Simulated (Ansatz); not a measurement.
Consider the ligand exchange at the Sn–C bond: `N#[C][SnH]([F])[F]` + `N=C=O` → `O=C=[N][SnH]([F])[F]` + `C#N`.

Computed with Ansatz on PBE0-D4/def2-TZVP structures; ΔE is electronic, products minus reactants. CBS: MP2 limit from def2 TZ/QZ plus the TZ coupled-cluster correction, frozen cores. This one scheme is used for every species. Functionals use def2-TZVPP. Elements past krypton have def2 core potentials. For Sn outer-core shells are correlated without core-valence functions, which leaves a few kJ/mol of doubt a bond. Each species was taken in one conformer, which may not be the lowest.

`N#[C][SnH]([F])[F]`:

```xyz
6

N    -0.432    1.105    2.375
C    -0.251    0.625    1.344
Sn   -0.026   -0.252   -0.537
F     1.086   -1.761   -0.266
F     1.043    0.952   -1.536
H    -1.420   -0.669   -1.381
```

`N=C=O`:

```xyz
4

N    -0.296   -0.572    0.414
C    -0.087    0.383   -0.296
O    -0.025    1.309   -0.992
H     0.408   -1.121    0.874
```

`O=C=[N][SnH]([F])[F]`:

Cartesian coordinates in Å:
```
O 0.268 -0.428 2.961
C 0.508 -0.306 1.832
N 0.843 -0.193 0.677
Sn -0.079 0.149 -1.043
F -1.417 -1.186 -1.223
F -1.063 1.757 -0.827
H 0.941 0.206 -2.377
```

`C#N`:

Cartesian coordinates in Å:
```
C -0.002 -0.015 -0.021
N 0.092 0.653 0.905
H -0.090 -0.638 -0.885
```

```
        level  ΔE (kJ/mol)
    r2SCAN-D4        -36.5
HF/def2-TZVPP        -47.7
```

Task: What does CCSD(T)/CBS give? (Best estimate.)

Result: The calculation gave: -40.2 kJ/mol. The listed levels differ from it by 3.7, -7.5 kJ/mol.

Largest T1 diagnostic among the species: 0.018.

In def2-TZVPP, CCSD(T) changes the Hartree–Fock value by +10.5 kJ/mol (the triples alone add +1.4 kJ/mol) and MP2 by +8.1 kJ/mol. From PBE to PBE0 (25 % exact exchange), in def2-TZVPP and without D4, ΔE moves by −4.0 kJ/mol.
